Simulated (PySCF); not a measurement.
Molecule: `N#Cc1ccncc1`, C$_{6}$H$_{4}$N$_{2}$.

Structure with atom numbers: `[N:1]#[C:2][c:3]1[cH:4][cH:5][n:6][cH:7][cH:8]1` (H(Xn): hydrogen on atom n).

Geometry PBE0-D3(BJ)/def2-SVP throughout; GIAO in PySCF 2.14.0 with density-fitted response routines, gas phase, one conformer, non-relativistic; equivalent atoms averaged; functional PBE0.

Q: How do the absolute shieldings σ depend on the basis set? (ppm; last column core-seconds on shared hosts with different chips, so compare them loosely)

A: 
| basis set | functions | N6 | N1 | C5/C7 | C4/C8 | C3 | C2 | H(C5)/H(C7) | H(C4)/H(C8) | core-s |
| --- | --- | --- | --- | --- | --- | --- | --- | --- | --- | --- |
| STO-3G | 44 | 13.4 | 52.2 | 112.7 | 125.7 | 131.3 | 142.1 | 23.47 | 24.98 | 3.7 |
| pcSseg-0 | 80 | -140.8 | -71.8 | 29.1 | 56.8 | 64.0 | 58.1 | 23.46 | 25.27 | 6.3 |
| 6-31G | 80 | -87.0 | -26.2 | 53.6 | 76.4 | 81.2 | 83.2 | 23.38 | 24.94 | 7.6 |
| 6-31G* | 120 | -67.6 | -21.8 | 49.7 | 73.4 | 78.0 | 85.8 | 23.12 | 24.73 | 12 |
| cc-pVDZ | 132 | -78.5 | -26.8 | 47.3 | 70.6 | 74.6 | 83.4 | 22.45 | 24.03 | 12 |
| def2-SVP | 132 | -83.0 | -33.2 | 45.4 | 68.8 | 74.0 | 81.3 | 22.69 | 24.13 | 12 |
| pcSseg-1 | 156 | -111.0 | -62.6 | 27.8 | 53.1 | 59.1 | 61.5 | 22.29 | 23.85 | 19 |
| aug-cc-pVDZ | 220 | -75.9 | -24.9 | 44.9 | 70.1 | 74.5 | 79.5 | 22.25 | 23.71 | 27 |
| 6-311+G(2d,p) | 240 | -100.3 | -50.2 | 31.6 | 56.9 | 61.5 | 64.7 | 22.43 | 23.90 | 32 |
| def2-TZVP | 272 | -104.5 | -52.9 | 30.3 | 55.7 | 59.8 | 64.4 | 22.43 | 23.90 | 40 |
| cc-pVTZ | 296 | -102.5 | -50.6 | 31.9 | 57.2 | 61.7 | 65.9 | 22.29 | 23.72 | 45 |
| IGLO-III | 320 | -112.9 | -59.9 | 23.8 | 49.6 | 54.3 | 59.5 | 22.31 | 23.77 | 49 |

Q: Which nucleus moves most, in ppm?

A: N6 (pyridine-type ring nitrogen): from -140.8 ppm with pcSseg-0 to 13.4 ppm with STO-3G. The smallest spread is 1.22 ppm, at H(C5)/H(C7). Proton shifts span only some 12 ppm, so a few tenths of a ppm matter as much there as several ppm in carbon.

Q: Taking the largest basis, IGLO-III (320 functions), as the yardstick, rank the others by their worst heavy-atom deviation.

A: pcSseg-1 4.8 ppm (156 functions), def2-TZVP 8.3 ppm (272 functions), cc-pVTZ 10.4 ppm (296 functions), 6-311+G(2d,p) 12.6 ppm (240 functions), pcSseg-0 27.9 ppm (80 functions), def2-SVP 29.9 ppm (132 functions), 6-31G 33.7 ppm (80 functions), cc-pVDZ 34.4 ppm (132 functions), aug-cc-pVDZ 36.9 ppm (220 functions), 6-31G* 45.2 ppm (120 functions), STO-3G 126.3 ppm (44 functions).

A small basis that lands close on one nucleus may do so by chance; judge by the trend and by all nuclei.
